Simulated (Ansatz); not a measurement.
Reaction (redistribution): `C=C[Se][GeH3]` + `[CH3][Sn]([CH3])([CH3])[I]` → `C=C[Se][Sn]([CH3])([CH3])[CH3]` + `[GeH3][I]`

Program: Ansatz. Geometries: PBE0-D4/def2-TZVP. ΔE: electronic, gas phase. CCSD(T)/CBS adds triple-zeta CCSD(T) − MP2 to the extrapolated MP2 energy (def2 sets, frozen cores). DFT in def2-TZVPP. HSE06 is defined as in plane-wave codes. def2 core potentials past Kr. For Ge, I, Se, Sn outer-core shells are correlated without core-valence functions, which leaves a few kJ/mol of doubt a bond. Scalar relativity is left out up to krypton. One conformer a species, not always the lowest.

| level | ΔE (eV) |
| --- | --- |
| BHLYP-D4 | 0.20 |
| PBE-QIDH | 0.21 |
| HSE06 | 0.22 |
| SCS-MP2/def2-QZVPP | 0.20 |

**Question.** What does CCSD(T)/CBS give? (Estimate.)

**Answer.** Ansatz gave: +0.19 eV. The listed levels differ from it by 0.01, 0.02, 0.03, 0.01 eV.

Largest T1 diagnostic among the species: 0.011.

The D4 term adds −0.03 eV with B3LYP and −0.02 eV with PBE0; it sums over pairs of atoms, weighted by their polarisabilities, and B3LYP, whose exchange is more repulsive, gets the larger term. Leaving LDA and LC-ωPBE aside and taking each functional with its dispersion term where it has one, the values, not all of them listed here, spread over 0.04 eV, from revPBE-D4 to B97M-V. In def2-TZVPP, CCSD(T) changes the Hartree–Fock value by −0.06 eV (the triples alone add −0.01 eV) and MP2 by −0.06 eV.

B3LYP here is the variant with VWN-RPA as its local correlation; programs differ in this.
